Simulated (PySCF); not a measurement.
Isomers of C5H8F3OP, from PBE0-D3(BJ)/def2-SVP geometry optimisation, gas phase (PySCF). One conformer each, no zero-point energy, no frequencies.

Question: Which isomer lies lower at this level?
A. `[CH3:1][CH2:2][P@:3]([CH3:4])(=[O:5])[C:6]([F:7])=[C:8]([F:9])[F:10]` with C1–C2–P3–C4 -56°, C2–P3–C6–F7 -73°: A = 1537, B = 838.3, C = 714.6 MHz, dipole 3.48 D
B. `[O:1]=[P@@H:2]1[CH2:3][CH2:4][C@H:5]([C:6]([F:7])([F:8])[F:9])[CH2:10]1` with O1–P2–C3–C4 -109°, P2–C3–C4–C5 -38°, C3–C4–C5–C6 173°, C4–C5–C10–P2 -36°: A = 2449, B = 646.8, C = 592.5 MHz, dipole 3.50 D

Answer: B. That is `C1[C@H](CC[P@H]1=O)C(F)(F)F`, 40.1 kcal/mol below the other.

```tsv
SMILES	mapped SMILES	E (Eh)	relative (kcal/mol)	relative (kJ/mol)	dipole (D)
O=[P@@H]1CC[C@H](C(F)(F)F)C1	[O:1]=[P@@H:2]1[CH2:3][CH2:4][C@H:5]([C:6]([F:7])([F:8])[F:9])[CH2:10]1	-910.25391	0.0	0.0	3.50
CC[P@](C)(=O)C(F)=C(F)F	[CH3:1][CH2:2][P@:3]([CH3:4])(=[O:5])[C:6]([F:7])=[C:8]([F:9])[F:10]	-910.19004	40.1	167.7	3.48
```

As drawn, the higher has a C=C bond outside aromatic rings, which the lower lacks.
